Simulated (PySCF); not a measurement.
# Field gradients at the hydrogen positions

Species: C6H9FO2Si.
Cartesian coordinates in Å at the GFN2-xTB level; atoms count from 1:
```xyz
19
C6H9FO2Si angstrom
C     -1.3380   -1.3624   -1.3856
C     -0.7389   -1.3251   -0.2124
C      0.0739   -0.1584    0.3050
O      1.2954   -0.5768    0.8517
C      2.1602   -1.2181   -0.0652
C     -0.7045    0.5084    1.4139
C     -0.9766    1.7849    1.1852
F     -1.6725    2.5460    2.0493
Si    -0.2468    2.2975   -0.4818
O      0.3056    0.7797   -0.7248
H     -1.2585   -0.5430   -2.0791
H     -1.9245   -2.2114   -1.6932
H     -0.8022   -2.1420    0.4932
H      3.0756   -1.4195    0.4862
H      1.7278   -2.1560   -0.4286
H      2.3719   -0.5675   -0.9171
H     -0.9623   -0.0704    2.2833
H     -1.2514    2.6003   -1.4942
H      0.8559    3.2433   -0.3807
```

Level: PBE0/pcSseg-1 (PySCF, non-relativistic); Q(2H) = 0.00286 b; rigid geometry, the same for H and D, with no vibrational averaging.

**Question.** Rank these positions by the coupling χzz of a deuteron there, largest first.
A. H14 (methyl hydrogen)
B. H19 (Si–H hydrogen)
C. H15 (methyl hydrogen)
D. H13 (vinylic hydrogen)
E. H11 (vinylic hydrogen)

**Answer.** E (226 kHz), D (218 kHz), A (207 kHz), C (196 kHz), B (110 kHz).

**Question.** Give the electric field gradient Vzz (the principal value of largest size), its asymmetry and the 2H coupling at each hydrogen.

**Answer.** 
```tsv
atom	bonded to	bond length (Å)	Vzz (au)	η	χzz (kHz)
H11	C1	1.076	0.3357	0.03	226
H12	C1	1.077	0.3372	0.04	227
H13	C2	1.081	0.3249	0.05	218
H14	C5	1.087	0.3084	0.07	207
H15	C5	1.095	0.2922	0.09	196
H16	C5	1.093	0.2948	0.07	198
H17	C6	1.076	0.3375	0.06	227
H18	Si9	1.458	0.1623	0.02	109
H19	Si9	1.456	0.1631	0.02	110
```

**Question.** Average by the element that carries the hydrogen.

**Answer.** on C: 214 kHz over 7 positions, mean bond length 1.084 Å; on Si: 109 kHz over 2 positions, mean bond length 1.457 Å.

**Question.** How does χzz go with the bond length over the 7 C–H bonds?

**Answer.** A straight-line fit has a slope of -16.6 kHz for each 0.01 Å, with a correlation coefficient of -1.00, over lengths from 1.076 to 1.095 Å. The longer bonds have the smaller couplings here.

**Question.** A static deuteron (I = 1) shows a doublet split by (3/2)χ, (3/4)χ(1 + η) and (3/4)χ(1 − η) with the field along z, y and x of the gradient. What are these for H12?

**Answer.** With |χ| = 226.6 kHz and η = 0.037: 340, 176 and 164 kHz, to first order and without motion.

Isolated species at its GFN2-xTB geometry (one conformer only). GFN2-xTB bond lengths can be off by several hundredths of an ångström, more for odd bonds, and the gradients follow them. The small basis limits the accuracy of the gradients.
